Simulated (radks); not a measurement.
Results of a calculation; reference values are marked as such.
Problem. Species: the caesium ion Cs34+. Configuration: [Ar] 3d3. Level of theory: Dirac Kohn-Sham, LB94 model potential, spin-unpolarised, spherical densities, finite nucleus; open shells fill j = l - 1/2 first; Fermi nuclear charge, rms radius 4.8041 fm (a radial shooting solver on a logarithmic mesh with Libxc functionals). Some entries of the table are withheld. Estimate them.

orbital,occ.,eigenvalue (hartree),r(max) (bohr),<r^2> (bohr^2)
1s1/2,2,-1382.920,0.01678,0.0009222
2s1/2,2,-269.0301,(1),0.01448
2p1/2,2,(2),0.07238,0.01065
2p3/2,4,(3),0.07735,0.01187
3s1/2,2,-96.18961,0.2621,0.08950
3p1/2,2,-91.65452,0.2471,0.08273
3p3/2,4,-88.66528,0.2568,0.08859
3d3/2,3,-81.50435,(4),0.06827
3d5/2,0,-80.81074,(5),0.06984
4s1/2,0,-49.00349,0.5407,0.3287
4p1/2,0,-47.12985,0.5346,0.3242
4p3/2,0,-46.04493,0.5490,0.3400

Solution. 
(1) 2s1/2 r(max) (bohr): 0.09469
(2) 2p1/2 eigenvalue (hartree): -257.4171
(3) 2p3/2 eigenvalue (hartree): -244.1946
(4) 3d3/2 r(max) (bohr): 0.2014
(5) 3d5/2 r(max) (bohr): 0.2041
